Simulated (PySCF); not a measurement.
# A small calculation by hand: entropy of an ideal gas

C₃H₄ClF, SMILES C/C(Cl)=C\F.

The structure is a stationary point at PBE-D3(BJ)/def2-SVP.

PBE-D3(BJ)/def2-SVP (PySCF 2.14.0) gives the harmonic wavenumbers 177, 235, 274, 314, 413, 461, 747, 800, 956, 1009, 1083, 1156, 1281, 1349, 1395, 1400, 1696, 2972, 3049, 3091, 3145 cm⁻¹ and the rotational temperatures 0.3683, 0.1146, 0.0884 K. The molar mass is 94.51 g/mol, the symmetry number 1, the spin multiplicity 1.

**Question.** Work out the entropy at 298.15 K and 1 atm in the rigid-rotor, harmonic-oscillator model.

**Answer.** 
Translation (Sackur–Tetrode at 1 atm): S = R[1.5 ln M + 2.5 ln T − 1.16487] = 165.5 J/(mol K).
Rotation: q = (√π/σ) T^1.5/√(θA θB θC) = 149000, S = R[ln q + 3/2] = 111.5 J/(mol K).
Vibration: with u = 1.4388 ν/T, each mode gives R[u/(e^u − 1) − ln(1 − e^−u)]:
| ν (cm⁻¹) | modes | u | S (J/(mol K)) |
|---|---|---|---|
| 177 | 1 | 0.85 | 9.87 |
| 235 | 1 | 1.13 | 7.70 |
| 274 | 1 | 1.32 | 6.57 |
| 314 | 1 | 1.52 | 5.61 |
| 413 | 1 | 1.99 | 3.83 |
| 461 | 1 | 2.22 | 3.19 |
| 747 | 1 | 3.60 | 1.07 |
| 800 | 1 | 3.86 | 0.87 |
| 956 | 1 | 4.61 | 0.47 |
| 1009 | 1 | 4.87 | 0.38 |
| 1083 | 1 | 5.23 | 0.28 |
| 1156 | 1 | 5.58 | 0.21 |
| 1281 | 1 | 6.18 | 0.12 |
| 1349 | 1 | 6.51 | 0.09 |
| 1395 | 1 | 6.73 | 0.08 |
| 1400 | 1 | 6.76 | 0.08 |
| 1696 | 1 | 8.18 | 0.02 |
The stiffer modes add less than 0.005 each. Sum 40.4 J/(mol K).
Spin: R ln 1 = 0.0 J/(mol K).
Total 317.4 J/(mol K); the program's own thermochemistry gives 317.5. Translation makes up 52 % and vibration 13 %. Anharmonicity, hindered rotation and orbital degeneracy are left out.
